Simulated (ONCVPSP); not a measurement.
# What the settings do to the ONCV potential of Pb

Base potential:

ONCVPSP 4.0.1 input, shortened (lines: element, Z, core and valence counts, functional; n l f; lmax; l rc ep ncon nbas qcut; lloc lpopt rc5 dvloc0; l nproj debl; icmod fcfact rcfact), revPBE, scalar-relativistic:

```
  Pb 82.00   10    5  -102130      upf
    1    0    2.00
    2    0    2.00
    2    1    6.00
    3    0    2.00
    3    1    6.00
    3    2   10.00
    4    0    2.00
    4    1    6.00
    4    2   10.00
    4    3   14.00
    5    0    2.00
    5    1    6.00
    5    2   10.00
    6    0    1.75
    6    1    2.25
    2
    0    1.40    0.00    4    8    9.20
    1    1.65    0.00    4    8    9.00
    2    1.45    0.00    4    7   12.20
    4    4    0.90    3.00
    0    2    2.10
    1    2    0.40
    2    2    1.40
    3    2.25    1.45
```

Cutoffs, loose and tight: the cutoffs (Ha) at which the residual kinetic energy of the hardest occupied pseudo-wave falls to 1 and 0.1 mHa per electron. They do not see the model core or the augmentation charge, which bear on the density cutoff. Test errors are all-electron minus pseudo excitation energies from the reference, over the configurations 5s2 5p6 5d10 6s2 6p2; 5s2 5p6 5d10 6s2 6p1; 5s2 5p6 5d10 6s2 6p0; 5s2 5p6 5d10 6s1 6p0. A dash means not determined; rows that change the core or the reference have their own tests.

```tsv
change	outcome	cutoff, loose	cutoff, tight	bound ghosts	GHOST(+) flags above zero	largest test error (meV)
base	generated	32 Ha	41 Ha	none	s	-25
core correction Teter function, fcfact 1.4, rcfact 1.45	generated	32 Ha	41 Ha	none	s	-24
local potential polynomial inside 0.90 bohr (lpopt 4, dvloc0 1 Ha)	generated	32 Ha	41 Ha	none	s	-25
p: qcut 5.9	generated	32 Ha	41 Ha	none	s	-25
core correction none	generated	32 Ha	41 Ha	none	s	-23
s: nbas 9	generated	32 Ha	41 Ha	none	none	-25
core correction Teter function, fcfact 2.25, rcfact 1.54	generated	32 Ha	41 Ha	none	s	-25
```

(1) What comes out with this change to the base: p: rc 1.12?

Results:

(1) outcome: generated; cutoff, loose: 44 Ha; cutoff, tight: 150 Ha; bound ghosts: none; GHOST(+) flags above zero: s; largest test error (meV): -22.
